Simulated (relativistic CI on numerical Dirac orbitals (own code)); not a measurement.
**W3+: computed level list**

Method of calculation: Dirac-Coulomb-Breit CI, orbitals from a KLI potential per configuration, model QED (radiative potential, 1s self-energy scaled to tabulated hydrogen-like ionisation energies), valence Slater integrals scaled by 0.85, P86 correlation energy added to each configuration (own radial code, finite nucleus).

Configuration list (outside the closed core [Kr] 4d10 4f14 5s2): 5p⁶5d³, 5p⁶5d²6s, 5p⁶5d²6p, 5p⁶5d²5f, 5p⁶5d6s6p, 5p⁶5d²5g, 5p⁶5d²6d, 5p⁶5d²7s, 5p⁶5d²7p, 5p⁵5d⁴, 5p⁶5d²8s, 5p⁶5d²7d, 5p⁶5d²6f, 5p⁶5d²8p, 5p⁶5d5f6s, 5p⁶5d²8d, 5p⁶5d6p7s, 5p⁵5d³5f, 5p⁵5d³5g, 5p⁶5d6s², 5p⁶6s²6p, 5p⁶5f6s², 5p⁶5g6s², 5p⁶6s²6d, 5p⁶6s²7s, 5p⁶5d5f², 5p⁶5f²6s, 5p⁶5f²6p, 5p⁶5f³, 5p⁶5f²5g, 5p⁶5f²6d, 5p⁶5f²7s, 5p⁶5d6p², 5p⁶6s6p², 5p⁶6p³, 5p⁶5f6p², 5p⁶5g6p², 5p⁶6p²6d, 5p⁶6p²7s, 5p⁶5d6s7s, 5p⁶6s6p7s, 5p⁶5f6s7s, 5p⁶5g6s7s, 5p⁶6s6d7s, 5p⁶6s7s², 5p⁶5d5g², 5p⁶5g²6s, 5p⁶5g²6p, 5p⁶5f5g², 5p⁶5g³, 5p⁶5g²6d, 5p⁶5g²7s, 5p⁶5d5g6s, 5p⁶5g6s6p, 5p⁶5f5g6s, 5p⁶5g6s6d, 5p⁶5d5f6p, 5p⁶5f6s6p, 5p⁶5f5g6p, 5p⁶5f6p6d, 5p⁶5f6p7s. Double excitations out of closed p, d and f shells are left out; levels of such configurations are missing from the list, as are those of other unlisted configurations, and high levels can miss mixing partners. These lack a partner that the ground configuration has and come out too high: 5p⁶5d²7p, 5p⁶5d²8s, 5p⁶5d²7d, 5p⁶5d²6f, 5p⁶5d²8p.

The lowest level is 5p⁶5d³ ⁴F3/2, with 90 % of that term; Hund's rules for 5p⁶5d³ give ⁴F with J = 3/2, in agreement.

```
No.  Configuration  Term     J  E (cm⁻¹)    %  Next component (%)
  1         5p⁶5d³    ⁴F   3/2       0.0   90                9 ²D
  2         5p⁶5d³    ⁴F   5/2    2985.2   96                3 ²D
  3         5p⁶5d³    ⁴F   7/2    5888.2   93                6 ²G
  4         5p⁶5d³    ⁴F   9/2    8354.2   78               18 ²G
  5         5p⁶5d³    ⁴P   3/2   10576.9   43               38 ²P
  6         5p⁶5d³    ⁴P   1/2   11955.4   62               36 ²P
  7         5p⁶5d³    ²G   7/2   14670.8   91                6 ⁴F
  8         5p⁶5d³    ²H   9/2   15447.3   53               30 ²G
  9         5p⁶5d³    ⁴P   5/2   16704.0   91                8 ²D
 10         5p⁶5d³    ²P   1/2   17982.4   58               37 ⁴P
 11         5p⁶5d³    ⁴P   3/2   18053.0   46               40 ²D
 12         5p⁶5d³    ²H  11/2   21202.3  100                    
 13         5p⁶5d³    ²D   5/2   22302.2   85                7 ⁴P
 14         5p⁶5d³    ²G   9/2   22693.3   50               44 ²H
 15         5p⁶5d³    ²P   3/2   24275.4   48               35 ²D
 16         5p⁶5d³    ²F   5/2   28095.1   85                8 ²D
 17         5p⁶5d³    ²F   7/2   28268.0   93       4 5p⁶5d²6s ²F
 18      5d²(3F)6s    ⁴F   3/2   37893.5   95                4 ²D
 19      5d²(3F)6s    ⁴F   5/2   40017.7   91                4 ²D
 20         5p⁶5d³    ²D   5/2   43086.9   89                5 ²F
 21         5p⁶5d³    ²D   3/2   43475.2   97       1 5p⁶5d6s² ²D
 22      5d²(3F)6s    ⁴F   7/2   43622.5   97                2 ²F
 23      5d²(3F)6s    ⁴F   9/2   47489.0   96                4 ²G
 24      5d²(3P)6s    ⁴P   1/2   50494.3   95                3 ²S
 25      5d²(3F)6s    ²F   5/2   50789.5   38               27 ²D
 26      5d²(3P)6s    ⁴P   3/2   52348.8   91                8 ²D
 27      5d²(3P)6s    ⁴P   5/2   53660.6   47               42 ²F
 28      5d²(1D)6s    ²D   3/2   56447.8   74                9 ²P
 29      5d²(3F)6s    ²F   7/2   57221.0   68               26 ²G
 30      5d²(1D)6s    ²D   5/2   60371.7   59               30 ⁴P
 31      5d²(1G)6s    ²G   9/2   61390.8   94                4 ⁴F
 32      5d²(1G)6s    ²G   7/2   62578.2   72               24 ²F
 33      5d²(3P)6s    ²P   1/2   64235.6   88         5 5p⁶5d³ ²P
 34      5d²(3P)6s    ²P   3/2   68736.3   84                8 ²D
 35      5d²(1S)6s    ²S   1/2   81178.6   92                4 ²P
 36      5d²(3F)6p   ⁴G°   5/2   89542.9   65              29 ²F°
 37      5d²(3F)6p   ⁴F°   3/2   94116.6   53              34 ²D°
 38       5p⁶5d6s²    ²D   3/2   94544.8   94       2 5p⁶5d6p² ²D
 39      5d²(3F)6p   ⁴G°   7/2   96398.1   79              11 ²F°
 40      5d²(3F)6p   ⁴F°   5/2   98191.2   38              25 ²D°
 41       5p⁶5d6s²    ²D   5/2  101530.3   95       2 5p⁶5d6p² ²D
 42      5d²(3F)6p   ⁴F°   5/2  102054.7   39              22 ⁴G°
 43      5d²(3F)6p   ⁴G°   9/2  102295.8   59              18 ⁴F°
 44      5d²(3P)6p   ⁴D°   1/2  102450.7   66              15 ²S°
 45      5d²(3F)6p   ²D°   3/2  103290.3   56              25 ⁴F°
 46      5d²(3F)6p   ⁴F°   7/2  103630.0   48              23 ⁴D°
 47      5d²(3P)6p   ⁴D°   3/2  104095.3   39              26 ²P°
 48      5d²(3P)6p   ²S°   1/2  104932.1   47              27 ⁴P°
 49      5d²(3F)6p   ²F°   7/2  106144.0   29              26 ⁴D°
 50      5d²(3F)6p   ⁴D°   5/2  106649.2   58              22 ²F°
 51      5d²(3F)6p   ⁴D°   1/2  107064.0   82              13 ²P°
 52      5d²(3P)6p   ⁴D°   3/2  107500.0   46              20 ⁴S°
 53      5d²(3F)6p   ⁴G°   9/2  108132.2   41              28 ⁴F°
 54      5d²(3F)6p   ²F°   5/2  109635.5   38              29 ²D°
 55      5d²(3F)6p   ²G°   7/2  109750.2   55              28 ⁴F°
 56      5d²(3F)6p   ⁴G°  11/2  111452.5   96               4 ²H°
 57      5d²(3F)6p   ⁴D°   3/2  111774.8   74              21 ²D°
 58      5d²(1D)6p   ²F°   7/2  111795.0   57              24 ⁴D°
 59      5d²(3P)6p   ⁴S°   3/2  113061.1   50              21 ²D°
 60      5d²(1G)6p   ²H°   9/2  113256.6   41              39 ⁴F°
 61      5d²(1D)6p   ²F°   5/2  113746.0   61              24 ⁴D°
 62      5d²(1G)6p   ²G°   7/2  114508.8   56              25 ⁴D°
 63      5d²(1D)6p   ²P°   1/2  115770.6   40              37 ⁴P°
 64      5d²(3P)6p   ⁴D°   5/2  116264.8   52              34 ²D°
 65      5d²(3P)6p   ⁴P°   3/2  116503.0   61              18 ²P°
 66      5d²(1D)6p   ²D°   5/2  117985.4   37              28 ⁴P°
 67      5d²(3F)6p   ²G°   9/2  118151.7   83              10 ⁴F°
 68      5d²(3P)6p   ⁴D°   7/2  118833.5   54              35 ²F°
 69      5d²(1D)6p   ²P°   3/2  119297.3   37              33 ²D°
 70      5d²(1D)6p   ²P°   1/2  120298.2   43              31 ⁴P°
```

Energies count from the lowest computed level; ° marks odd parity. Percentages are summed over parent terms; the parents shown are those of the largest component, closed shells are left out there.

The mean weight of the leading LS term, summed over parents, in these 70 levels is 67 %, and that of the leading jj configuration (from the same eigenvectors) 67 %.

For a near-neutral ion this model can misplace configurations by up to about 10,000 cm⁻¹ (more where the count of f electrons changes) and terms by 10 to 25 % of their spread. Rates follow the energies as ν³ (E1, M1) or ν⁵ (E2), so they and the lifetimes can be off by large factors. The fine structure of a lone outer electron comes out too small, for d and f at times inverted, and misplaced configurations move strength between like terms. 42 of the 69 excited levels that our extract of the measured tables holds in this range could be paired (the sources list more); they are missed by 3089 cm⁻¹ on average and 7373 at most, and levels without a partner can miss by more. Some levels of the ground configuration have no partner and can miss by 10 % or more.

LS names give the leading component of a level, which can be under half, so a name can repeat, a term be missing and a line seem to break the LS rules.
